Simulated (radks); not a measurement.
The antimony ion Sb27+, configuration [Ar] 3d6. Method: scalar-relativistic Kohn-Sham, PBE, spin-polarised, spherical densities, point nucleus; open shells are filled with parallel spins first (spin-orbit coupling, left out, can overturn this in heavy ions); computed with a radial shooting solver on a logarithmic mesh with Libxc functionals.

Unscreened Slater integrals over Kohn-Sham orbitals (hartree). They are taken over the spin-up orbitals. Empty in this configuration: 4s.

\begin{tabular}{lr}
integral & value \\ \hline
F0(3d,3d) & 3.2356 \\
F2(3d,3d) & 1.6510 \\
F4(3d,3d) & 1.0627 \\
F0(3d,3p) & 3.0278 \\
F2(3d,3p) & 1.4639 \\
G1(3d,3p) & 1.6107 \\
G3(3d,3p) & 1.0612 \\
F0(3d,3s) & 2.9938 \\
G2(3d,3s) & 1.2186 \\
F0(3d,4s) & 1.7808 \\
G2(3d,4s) & 0.16878 \\
F0(3p,3p) & 2.9040 \\
F2(3p,3p) & 1.4642 \\
F0(3p,3s) & 2.8726 \\
G1(3p,3s) & 1.8777 \\
F0(3p,4s) & 1.7505 \\
G1(3p,4s) & 0.17829 \\
F0(3s,3s) & 2.8483 \\
F0(3s,4s) & 1.7437 \\
G0(3s,4s) & 0.13477 \\
F0(4s,4s) & 1.4182 \\
\end{tabular}

Derived for the open shells (J is the average intra-shell exchange parameter used in DFT+U). 3d: Racah B = F2/49 - 5 F4/441 = 0.02165 hartree, C = 35 F4/441 = 0.08434 hartree, C/B = 3.90, F4/F2 = 0.644, J = (F2 + F4)/14 = 0.1938 hartree.
